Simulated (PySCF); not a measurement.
Electronic structure of K¹⁷⁺ (potassium, charge +17) at the UHF level

Configuration: 1s2, closed-shell 1S. All numbers are calculated (PySCF 2.14, scalar relativity by spin-free X2C-1e, in an even-tempered Gaussian basis (17 s from 14 bohr⁻², ratio 2.2; 7 p from 21 bohr⁻², ratio 2.4; 4 d from 63 bohr⁻², ratio 2.4; 3 f from 94 bohr⁻², ratio 2.4; 3 g from 140 bohr⁻², ratio 2.4)).

```json
{"Total energy": "-350.860460 hartree", "One-electron energy": "-362.6357 hartree", "Hartree (Coulomb) energy": "23.5505 hartree", "Exchange energy": "-11.7753 hartree", "⟨S²⟩": "0.0000", "⟨L²⟩": "0.000", "Sum of ⟨r⟩": "0.1596 bohr", "Sum of ⟨r²⟩": "0.01708 bohr²"}
```

```json
{"shell": "1s", "electrons": "2", "mean orbital energy (hartree)": "-169.54259", "rms radius, mean of both spins (bohr)": "0.0924"}
```

Densities and radii are taken from the X2C orbitals without a picture-change correction, which distorts them close to the nucleus.
